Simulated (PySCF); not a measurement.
AlH₃, SMILES [AlH3].

Coordinates come from a B3LYP-D3(BJ)/def2-TZVPD optimisation. The isomer is the one that the SMILES or the coordinates give; other isomers of the formula were not compared.

All values below come from PySCF with PBE0/def2-TZVPD.

Symmetry labels are those of the subgroup C2v that the program uses (full group D3h).

**Question.** List the valence orbital energies around the gap with their symmetry. (The exact figures need the calculation; the answer reports its results.)

**Answer.** 
```csv
orbital,symmetry,energy (eV)
HOMO−7,A1,-1527.85
HOMO−6,A1,-113.75
HOMO−5,B2,-73.90
HOMO−4,B1,-73.65
HOMO−3,A1,-73.65
HOMO−2,A1,-11.81
HOMO−1,B1,-8.58
HOMO,A1,-8.58
LUMO,B2,-1.74
LUMO+1,A1,0.46
LUMO+2,A1,0.89
LUMO+3,A1,1.15
```
